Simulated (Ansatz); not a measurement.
`CC[SiH](N)[SiH3]` + `[Br][Mg][Br]` → `N[SiH]([SiH3])Br` + `C[CH2][Mg][Br]`  (redistribution)

Gas-phase electronic energies from Ansatz, PBE0-D4/def2-TZVP geometries. CCSD(T)/CBS is the MP2 limit (def2-TZVPP, def2-QZVPP) plus CCSD(T) − MP2 in def2-TZVPP, frozen cores. DFT in def2-TZVPP. For Br, Mg outer-core shells are correlated without core-valence functions, which leaves a few kJ/mol of doubt a bond. Scalar relativity is left out up to krypton. One conformer a species, not always the lowest.

CCSD(T)/CBS gives +112.5 kJ/mol.

(1) Another level gave +103.5 kJ/mol. Which?
A. r2SCAN0-D4/def2-TZVPP
B. CCSD/def2-TZVPP
C. LDA (SPW92)/def2-TZVPP
D. revPBE-D4/def2-TZVPP

Largest T1 diagnostic among the species: 0.011.

Results:

(1) C. LDA (SPW92) 103.5, revPBE-D4 109.3, CCSD/def2-TZVPP 118.0, r2SCAN0-D4 123.1 kJ/mol.

At CCSD(T), def2-SVP lies +15.6 kJ/mol from the extrapolated value and def2-TZVPP +2.4 kJ/mol. In def2-TZVPP, CCSD(T) changes the Hartree–Fock value by −20.6 kJ/mol (the triples alone add −3.1 kJ/mol) and MP2 by −22.1 kJ/mol.
